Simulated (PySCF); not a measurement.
H2O, SMILES O. Atoms are numbered in the order given.

```xyz
3

O      0.0000     0.0000    -0.1171
H      0.0000    -0.7613     0.4682
H      0.0000     0.7613     0.4682
```
Charge 0, spin multiplicity 1.

Coordinates come from a PBE0-D3(BJ)/def2-TZVPD optimisation.

Calculation: PySCF with M06-2X/def2-TZVPD.

Mulliken values depend strongly on the basis, most of all with diffuse functions as here. ESP charges are fitted to the potential on shells at 1.4 to 2.0 van der Waals radii. Atomic charges (e):

| atom | ESP fit | Mulliken | IAO |
|---|---|---|---|
| O1 | -0.71 | -0.70 | -0.74 |
| H2 | 0.36 | 0.35 | 0.37 |
| H3 | 0.36 | 0.35 | 0.37 |
